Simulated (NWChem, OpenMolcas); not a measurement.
## How basis sets differ on CH5BO2 (SMILES COBO)

CH5BO2 has 9 atoms, charge 0, and is taken as a singlet. SMILES: `COBO`. The coordinates come from a PBE0-D4/def2-TZVP relaxation. This is one conformer, not always the lowest.

```xyz
9

C     0.2818    0.8019   -1.0574
O    -0.1135    0.4548    0.2510
B    -0.1349   -0.8341    0.6716
O    -0.5246   -1.1185    1.9385
H     0.5681   -0.0798   -1.6376
H     1.1314    1.4864   -1.0062
H    -0.5448    1.3075   -1.5617
H     0.1839   -1.7384   -0.0476
H    -0.7589   -0.3263    2.4322
```

Each level gives the dipole moment (D). The values are calculated.

```json
{"level": "HF/ANO-R0 (sfX2C)", "kind": "Hartree–Fock", "program": "OpenMolcas", "value (D)": "2.36", "CPU time": "6.3 s"}
{"level": "HF/ANO-RCC-MB (DKH2)", "kind": "Hartree–Fock", "program": "OpenMolcas", "value (D)": "2.11", "CPU time": "4.3 s"}
{"level": "HF/STO-3G", "kind": "Hartree–Fock", "program": "NWChem", "value (D)": "1.56", "CPU time": "1.2 s"}
{"level": "HF/3-21G", "kind": "Hartree–Fock", "program": "OpenMolcas", "value (D)": "2.27", "CPU time": "3.5 s"}
{"level": "HF/ANO-L-VDZP (RICD fitting)", "kind": "Hartree–Fock", "program": "OpenMolcas", "value (D)": "2.00", "CPU time": "5.6 s"}
{"level": "HF/cc-pVDZ", "kind": "Hartree–Fock", "program": "OpenMolcas", "value (D)": "1.88", "CPU time": "10 s"}
```

The values span 1.56 to 2.36 D. Magnitudes only. Sets without polarisation functions give poor dipoles. CPU times are rough (shared hosts, several kinds of processor and program).
